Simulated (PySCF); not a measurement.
## Electron correlation in Cl²⁺ (chlorine, charge +2)

[Ne] 3s2 3p3, high-spin 4S determinant. Calculation: PySCF 2.14, in cc-pVDZ-DK; the spin-free X2C one-electron Hamiltonian (Gaussian nucleus). Frozen: [Ne]; 5 electrons correlated.

MP2 pair energies summed by pair of shells (mhartree):

```json
{"pair": "3s-3p", "energy": "-46.45", "share (%)": "65.9"}
{"pair": "3p-3p", "energy": "-16.99", "share (%)": "24.1"}
{"pair": "3s-3s", "energy": "-7.07", "share (%)": "10.0"}
```

Total MP2 correlation energy: -70.51 mhartree.

Same-spin part -18.42 and opposite-spin part -52.09 mhartree; SCS-MP2 scales them by 1/3 and 6/5 to -68.65 mhartree.

| level | correlation energy (mhartree) |
| --- | --- |
| CCSD | -89.25 |
| (T) | -0.78 |
| CCSD(T) | -90.03 |

Diagnostics: T1 = 0.0014, D1 = 0.0044, largest double amplitude 0.061.

Q: Is a single reference adequate?

A: Yes: T1 lies below 0.03 and no double amplitude reaches 0.07.
